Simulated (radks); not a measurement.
All-electron atom: Ag I in [Kr] 4d10 7d1 (not the ground configuration).

Method: scalar-relativistic Kohn-Sham, LDA (Slater exchange, Perdew-Wang correlation), spin-polarised, spherical densities, finite nucleus; open shells are filled with parallel spins first (spin-orbit coupling, left out, can overturn this in heavy ions); Fermi nuclear charge, rms radius 4.5454 fm; computed with a radial shooting solver on a logarithmic mesh with Libxc functionals.

Energy parts (eV):
part                       energy
total                 -144512.925
kinetic                150085.534
electron-nucleus      -349118.588
Hartree                 58437.514
exchange-correlation    -3917.385

Orbitals (lengths in bohr, moments of r in powers of bohr; r(max) is where P^2 peaks):
| orbital | occ. | eigenvalue (eV) | r(max) |
|---|---|---|---|
| 1s up | 1 | -25304.81 | 0.02018 |
| 1s down | 1 | -25304.81 | 0.02018 |
| 2s up | 1 | -3732.658 | 0.1141 |
| 2s down | 1 | -3732.658 | 0.1141 |
| 2p up | 3 | -3351.159 | 0.09115 |
| 2p down | 3 | -3351.159 | 0.09115 |
| 3s up | 1 | -689.5493 | 0.3331 |
| 3s down | 1 | -689.5491 | 0.3331 |
| 3p up | 3 | -564.2191 | 0.3261 |
| 3p down | 3 | -564.2189 | 0.3261 |
| 3d up | 5 | -365.8895 | 0.2735 |
| 3d down | 5 | -365.8892 | 0.2735 |
| 4s up | 1 | -102.1852 | 0.8215 |
| 4s down | 1 | -102.1844 | 0.8215 |
| 4p up | 3 | -65.8100 | 0.8757 |
| 4p down | 3 | -65.8092 | 0.8757 |
| 4d up | 5 | -14.7445 | 1.037 |
| 4d down | 5 | -14.7425 | 1.037 |
| 7d up | 1 | -0.4195 | 34.81 |
| 7d down | 0 | -0.3734 | 35.27 |

The highest occupied level is 7d up at -0.419 eV. The density falls to 0.001 e/bohr^3 at r = 3.61 bohr.
